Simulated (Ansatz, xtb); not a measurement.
**Relative energy of two isomers of C3H5GeNSi**

Structure I: `C#C[Si@@H]([GeH3])C#N`, a singlet. Structure II: `C#C[SiH2][GeH2][C]#N`, a singlet. Both are isolated molecules in the gas phase, relaxed with r2SCAN-D4/def2-SVP; each stands in its lowest conformer found.

Quicker runs give these differences E(II) − E(I): GFN2-xTB −5.0 kcal/mol; HF/STO-3G +1.0 kcal/mol (at GFN2-xTB geometries); r2SCAN-D4/def2-SVP//GFN2-xTB +2.5 kcal/mol.

Q: Estimate E(II) − E(I) at the level CCSD(T)/def2-SVP + ΔMP2/def2-TZVPP.

A: Calculated at CCSD(T)/def2-SVP + ΔMP2/def2-TZVPP: E(II) − E(I) = +2.1 kcal/mol, so structure I lies lower.

The same difference at several levels:

```csv
level,geometry,E(II) − E(I) (kcal/mol),departure from the last row (kcal/mol),"job, with rough time for the two"
GFN2-xTB,GFN2-xTB,−5.0,−7.2,"optimisation, 0.48 s"
HF/STO-3G,GFN2-xTB,+1.0,−1.1,"single point, 1.4 s"
r2SCAN-D4/def2-SVP//GFN2-xTB,GFN2-xTB,+2.5,+0.3,"single point, 8.1 s"
r2SCAN-D4/def2-SVP,r2SCAN-D4/def2-SVP,+3.2,+1.1,"optimisation, 77 s"
HF/def2-SVP,r2SCAN-D4/def2-SVP,+2.1,−0.1,part of the CCSD(T) run
MP2/def2-SVP,r2SCAN-D4/def2-SVP,+3.0,+0.9,part of the CCSD(T) run
CCSD(T)/def2-SVP,r2SCAN-D4/def2-SVP,+2.7,+0.6,single point
CCSD(T)/def2-SVP + ΔMP2/def2-TZVPP,r2SCAN-D4/def2-SVP,+2.1,,"single point, 2.1 min"
```

As drawn, II has 1 C–Ge, 1 Si–H in place of 1 C–Si, 1 Ge–H.

GFN2-xTB puts the two in the other order. The largest departure from CCSD(T)/def2-SVP + ΔMP2/def2-TZVPP is that of GFN2-xTB, 7.2 kcal/mol. The last row adds to CCSD(T) the change of the MP2 difference between the two basis sets, here −0.6 kcal/mol.

With thermal terms from frequencies at re-optimised GFN2-xTB minima (ideal gas, soft modes damped towards free rotors, one conformer each, 298.15 K, 1 atm): on the last row, ΔE + ΔZPE = +2.1, ΔH = +2.0, ΔG = +2.4 kcal/mol.

The correlated steps freeze 18 core orbitals; the filled d shell of Ge is correlated, in a basis made for valence electrons. Mirror images aren't counted in ΔG. Codes used: Ansatz 0.2.0, xtb 6.7.1; the last row on 2 threads of AMD EPYC 7R43 64-Core Processor (Zen 3) on a shared host.
